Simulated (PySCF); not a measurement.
**Dipole moment and polarisability of `[H]/N=C\[C@H]1C=CC[SiH2]1`**

Species: C5H9NSi.
Geometry (PBE0-D3(BJ)/def2-SVP, Å), atoms numbered from 1 in this order:
```xyz
16
C5H9NSi angstrom
N      1.920   -1.025    1.371
C      1.911   -0.264    0.357
C      0.808   -0.086   -0.654
C     -0.213   -1.196   -0.624
C     -1.447   -0.948   -0.162
C     -1.808    0.445    0.280
Si    -0.289    1.444   -0.266
H      1.039   -1.554    1.417
H      2.800    0.371    0.191
H      1.265    0.026   -1.653
H      0.081   -2.201   -0.946
H     -2.194   -1.748   -0.103
H     -1.987    0.491    1.368
H     -2.739    0.795   -0.198
H     -0.558    2.252   -1.494
H      0.291    2.334    0.783
```

Level: CAM-B3LYP/def2-SVPD (PySCF), static field, nuclei fixed, core orbitals frozen in the response. The polarisability tensor in these axes (au):

```
x   97.48 -2.32  0.68
y   -2.32 91.02 -4.99
z    0.68 -4.99 78.21
```

Q: Give the principal values, the mean and the anisotropy Δα = √{½[(α1 − α2)² + (α2 − α3)² + (α1 − α3)²]}.

A: Principal values 76.49, 91.72 and 98.50 au; mean 88.90 au = 13.17 Å³ = 14.66 × 10⁻⁴⁰ C²·m²/J; Δα = 19.52 au (22 % of the mean).

Q: What is the dipole moment, and where does it point?

A: (-2.22, 0.63, -1.86) D, 2.96 D in size, pointing from the negative to the positive side. Measured along this direction, the outermost atoms are N1 at the negative end and H14 at the positive end.

Q: What would n − 1 = 2πNα be for an ideal gas of these molecules at 350 K and 1 atm, electronic part alone?

A: N = p/kT = 2.0968 × 10¹⁹ cm⁻³, so n − 1 = 2π × N × 13.17 × 10⁻²⁴ cm³ = 1736 × 10⁻⁶ at long wavelengths.

Q: Directions of the eigenvectors, and the extent of the frame along each?

A: Largest value along (0.92, -0.37, 0.12), where the nuclei span 5.31 Å; middle along (0.39, 0.87, -0.30), 4.54 Å; least along (0.01, 0.33, 0.95), 3.11 Å. The response follows the extents in order.

Q: Form Σ f/ω² (atomic units) for the 10 lowest TDDFT singlets, given as eV and f, and set it beside the mean polarisability, which is this sum over all singlets: 5.44, 0.0029; 6.78, 0.0606; 6.95, 0.0369; 6.98, 0.0290; 7.10, 0.0027; 7.19, 0.0217; 7.40, 0.0362; 7.46, 0.1288; 7.59, 0.1291; 7.73, 0.0276.

A: They add up to 6.61 au, 7.4 % of the 88.90 au; the largest single term is 1.72 au, from the state at 7.46 eV. Terms in order: 0.07, 0.98, 0.57, 0.44, 0.04, 0.31, 0.49, 1.72, 1.66, 0.34 au. Higher excitations give the rest. The strengths listed sum to 0.475.

Q: Rayleigh depolarisation ratio (linearly polarised light, static tensor)?

A: ρ = 3Δα²/(45ᾱ² + 4Δα²) = 1143.1/(355679 + 1524.1) = 0.0032.

One conformer (not necessarily the lowest) at the PBE0-D3(BJ)/def2-SVP geometry, without solvent, vibrations or thermal averaging.
